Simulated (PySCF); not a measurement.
SMILES [CH2](C)[InH][CH2]C (C4H11In) at its GFN2-xTB optimised geometry (Å):

```
16

In    -0.8723    -0.9626     0.0000
H     -1.5963    -2.5944     0.0020
C      1.3949    -0.9626     0.0000
C      1.8952    -2.3999    -0.0282
H      1.7516    -0.4426     0.8930
H      1.7526    -0.4066    -0.8706
H      1.5406    -2.9130    -0.9245
H      1.5274    -2.9520     0.8392
H      2.9870    -2.4394    -0.0209
C     -2.3324     0.7823     0.0000
C     -1.6074     2.1202    -0.0315
H     -2.9563     0.7006     0.8942
H     -2.9870     0.6749    -0.8691
H     -0.9921     2.2076    -0.9293
H     -0.9542     2.2286     0.8370
H     -2.3152     2.9520    -0.0262
```

Calculation: PBE0/def2-TZVP, def2 effective core potentials past Kr (PySCF). The core electrons that the potentials of In replace are not part of the density. Cells within 0.4 Å of a nucleus heavier than hydrogen are left out (blank, or x).

Map of the electron localisation function on the plane z = 0.0 Å:

```
|00000000000000000000000000000|
|00000000000000000000000000000|
|00000157620000000000000000000|
|00001799971000000000000000000|
|00005999983000000000000000000|
|00006999994110000000000000000|
|00002899995432000000000000000|
|00000389941553100000000000000|
|000000266xx563100000000000000|
|000001268xx552000000000000000|
|00002346996320000000000000000|
|0001355xx86200000000000000000|
|0001365xx67310000000000000000|
|00012552487422221112110000000|
|00001246873222244344420000000|
|00000124622663257556531000000|
|00000013326xx72681x3531000000|
|00000002227xx7268xx1520000000|
|00000002324775257668631221000|
|00000036742232234799768998300|
|0000037999953210145xx99999700|
|0000169999998400143xx99999800|
|00000799999994002563489999700|
|00000599999993001465447998300|
|00000189999981001233212553000|
|00000027999950000011000000000|
|00000001356300000000000000000|
|00000000000000000000000000000|
|00000000000000000000000000000|
```
Scale: ten equal steps from 0.000 (start of '0') to 1.000 (end of '9'), in the order '0123456789'; x runs from -5.00 to 5.00, y from -5.00 (bottom) to 5.00 (top).
